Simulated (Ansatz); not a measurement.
Program: Ansatz. Geometries: PBE0-D4/def2-TZVP. ΔE: electronic, gas phase. CCSD(T)/CBS is the MP2 limit (def2-TZVPP, def2-QZVPP) plus CCSD(T) − MP2 in def2-TZVPP, frozen cores. This one scheme is used for every species. DFT in def2-TZVPP. B3LYP here is the variant with VWN-RPA as its local correlation; programs differ in this. HSE06 is defined as in plane-wave codes. Each species was taken in one conformer, which may not be the lowest.

`N[Si](F)(Cl)Cl` + H–F → `F[Si](F)(Cl)Cl` + NH₃  (ligand exchange at the Si–N bond)

```json
{"level": "LDA (SPW92)", "ΔE (kJ/mol)": "-63.6", "difference from CCSD(T)/CBS": "6.4"}
{"level": "PBE-D4", "ΔE (kJ/mol)": "-67.9", "difference from CCSD(T)/CBS": "2.1"}
{"level": "revPBE-D4", "ΔE (kJ/mol)": "-64.4", "difference from CCSD(T)/CBS": "5.6"}
{"level": "BLYP-D4", "ΔE (kJ/mol)": "-72.3", "difference from CCSD(T)/CBS": "-2.3"}
{"level": "r2SCAN-D4", "ΔE (kJ/mol)": "-76.1", "difference from CCSD(T)/CBS": "-6.1"}
{"level": "B97M-V", "ΔE (kJ/mol)": "-82.5", "difference from CCSD(T)/CBS": "-12.5"}
{"level": "PBE0-D4", "ΔE (kJ/mol)": "-66.1", "difference from CCSD(T)/CBS": "3.9"}
{"level": "B3LYP-D4", "ΔE (kJ/mol)": "-71.5", "difference from CCSD(T)/CBS": "-1.5"}
{"level": "r2SCANh-D4", "ΔE (kJ/mol)": "-74.5", "difference from CCSD(T)/CBS": "-4.5"}
{"level": "r2SCAN0-D4", "ΔE (kJ/mol)": "-72.4", "difference from CCSD(T)/CBS": "-2.4"}
{"level": "HSE06-D4", "ΔE (kJ/mol)": "-66.1", "difference from CCSD(T)/CBS": "3.9"}
{"level": "BHLYP-D4", "ΔE (kJ/mol)": "-72.3", "difference from CCSD(T)/CBS": "-2.3"}
{"level": "CAM-B3LYP-D4", "ΔE (kJ/mol)": "-72.9", "difference from CCSD(T)/CBS": "-2.9"}
{"level": "ωB97X-V", "ΔE (kJ/mol)": "-71.8", "difference from CCSD(T)/CBS": "-1.8"}
{"level": "ωB97M-V", "ΔE (kJ/mol)": "-71.5", "difference from CCSD(T)/CBS": "-1.5"}
{"level": "B2PLYP", "ΔE (kJ/mol)": "-76.0", "difference from CCSD(T)/CBS": "-6.0"}
{"level": "PBE-QIDH", "ΔE (kJ/mol)": "-68.5", "difference from CCSD(T)/CBS": "1.5"}
{"level": "PBE", "ΔE (kJ/mol)": "-72.0", "difference from CCSD(T)/CBS": "-2.0"}
{"level": "revPBE", "ΔE (kJ/mol)": "-74.7", "difference from CCSD(T)/CBS": "-4.7"}
{"level": "BLYP", "ΔE (kJ/mol)": "-81.2", "difference from CCSD(T)/CBS": "-11.2"}
{"level": "r2SCAN", "ΔE (kJ/mol)": "-77.2", "difference from CCSD(T)/CBS": "-7.2"}
{"level": "PBE0", "ΔE (kJ/mol)": "-69.7", "difference from CCSD(T)/CBS": "0.3"}
{"level": "B3LYP", "ΔE (kJ/mol)": "-78.2", "difference from CCSD(T)/CBS": "-8.2"}
{"level": "r2SCANh", "ΔE (kJ/mol)": "-75.7", "difference from CCSD(T)/CBS": "-5.7"}
{"level": "r2SCAN0", "ΔE (kJ/mol)": "-73.7", "difference from CCSD(T)/CBS": "-3.7"}
{"level": "HSE06", "ΔE (kJ/mol)": "-69.5", "difference from CCSD(T)/CBS": "0.5"}
{"level": "BHLYP", "ΔE (kJ/mol)": "-77.7", "difference from CCSD(T)/CBS": "-7.7"}
{"level": "CAM-B3LYP", "ΔE (kJ/mol)": "-76.6", "difference from CCSD(T)/CBS": "-6.6"}
{"level": "RPA@PBE/def2-TZVPP", "ΔE (kJ/mol)": "-75.3", "difference from CCSD(T)/CBS": "-5.3"}
{"level": "HF/def2-SVP", "ΔE (kJ/mol)": "-65.0", "difference from CCSD(T)/CBS": "5.0"}
{"level": "MP2/def2-SVP", "ΔE (kJ/mol)": "-66.0", "difference from CCSD(T)/CBS": "4.0"}
{"level": "CCSD/def2-SVP", "ΔE (kJ/mol)": "-68.1", "difference from CCSD(T)/CBS": "1.9"}
{"level": "CCSD(T)/def2-SVP", "ΔE (kJ/mol)": "-68.4", "difference from CCSD(T)/CBS": "1.6"}
{"level": "HF/def2-TZVPP", "ΔE (kJ/mol)": "-81.5", "difference from CCSD(T)/CBS": "-11.5"}
{"level": "MP2/def2-TZVPP", "ΔE (kJ/mol)": "-68.9", "difference from CCSD(T)/CBS": "1.1"}
{"level": "SCS-MP2/def2-TZVPP", "ΔE (kJ/mol)": "-73.4", "difference from CCSD(T)/CBS": "-3.4"}
{"level": "CCSD/def2-TZVPP", "ΔE (kJ/mol)": "-73.4", "difference from CCSD(T)/CBS": "-3.4"}
{"level": "HF/def2-QZVPP", "ΔE (kJ/mol)": "-83.7", "difference from CCSD(T)/CBS": "-13.7"}
{"level": "MP2/CBS(def2)", "ΔE (kJ/mol)": "-66.5", "difference from CCSD(T)/CBS": "3.5"}
{"level": "CCSD/CBS(def2)", "ΔE (kJ/mol)": "-71.0", "difference from CCSD(T)/CBS": "-1.0"}
{"level": "CCSD(T)/CBS", "ΔE (kJ/mol)": "-70.0", "difference from CCSD(T)/CBS": "0"}
```

Question: What do rigid-rotor, harmonic-oscillator terms from PBE0-D4/def2-TZVP frequencies (298.15 K, 1 bar) make of the CCSD(T)/CBS value? (Best estimate.)

Answer: Ansatz gave: ΔZPE = +5.7 kJ/mol, ΔH = -66.2 kJ/mol, ΔS = -8 J/(mol·K), ΔG = -63.9 kJ/mol.

Largest T1 diagnostic among the species: 0.010.

From r2SCAN to r2SCAN0 (25 % exact exchange), in def2-TZVPP and without D4, ΔE moves by +3.5 kJ/mol. The D4 term adds +6.8 kJ/mol with B3LYP and +3.6 kJ/mol with PBE0; it sums over pairs of atoms, weighted by their polarisabilities, and B3LYP, whose exchange is more repulsive, gets the larger term. Leaving LDA and LC-ωPBE aside and taking each functional with its dispersion term where it has one, the values spread over 18.2 kJ/mol, from B97M-V to revPBE-D4. LDA lies +8.4 kJ/mol from PBE without D4.
